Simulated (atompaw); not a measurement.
# What one change does to a pseudopotential (manganese (Mn), PAW (atompaw))

```
Element                 : Mn
Generator               : atompaw 4.2.0.5
Type                    : PAW
Functional              : PBEsol
Relativity              : scalar-relativistic
Frozen core             : [Ar]
Valence charge          : 7
Reference configuration : 3d5 4s2 4p0
Partial waves           : 4s (bound): rc 2.35 bohr; 4s channel at 0.4 Ry: rc 2.35 bohr; 4p (bound, empty): rc 2.55 bohr; 4p channel at 1.95 Ry: rc 2.55 bohr; 3d (bound): rc 1.45 bohr; 3d channel at 0.25 Ry: rc 1.45 bohr
Local potential         : ultrasoft scheme with l = 3 at 0.5 Ry, radius 1.90 bohr
Core correction         : smooth core density matched at 1.55 bohr
Augmentation charge     : sinc compensation charge, radius 2.15 bohr; PAW radius 2.55 bohr; waves and projectors: custom rrkj gramschmidtortho
```

Change: all radii scaled by about 1.09 (s 2.56, p 2.78, d 1.58 bohr); local potential ultrasoft scheme with l = 3 at 0.5 Ry, radius 2.06 bohr; augmentation sinc compensation charge, radius 2.34 bohr; PAW radius 2.78 bohr; waves and projectors: custom rrkj gramschmidtortho; core correction smooth core density matched at 1.68 bohr.

Cutoffs: the cutoffs (Ry, on a coarse ladder) from which the occupation-weighted sum of valence levels, in a spherical-Bessel basis at the reference potential, stays within 10 and 1 mRy of its value at 400 Ry; they do not see the model core or the augmentation charge, which bear on the density cutoff.

**Question.** What does the change do?

**Answer.** The potential gets softer (50 Ry and 80 Ry → 40 Ry and 70 Ry); neither file shows a bound ghost. A larger radius leaves more room for a smooth pseudo-wave, so fewer plane waves are needed.

```csv
quantity,base,changed
"cutoff, loose",50 Ry,40 Ry
"cutoff, tight",80 Ry,70 Ry
bound ghosts,none,none
lowest overlap eigenvalue by channel,"s 0.40, p 0.58, d 0.96","s 0.37, p 0.60, d 1.00"
```

 The cutoffs see the waves, projectors and local potential, not the compensation charge or the core.
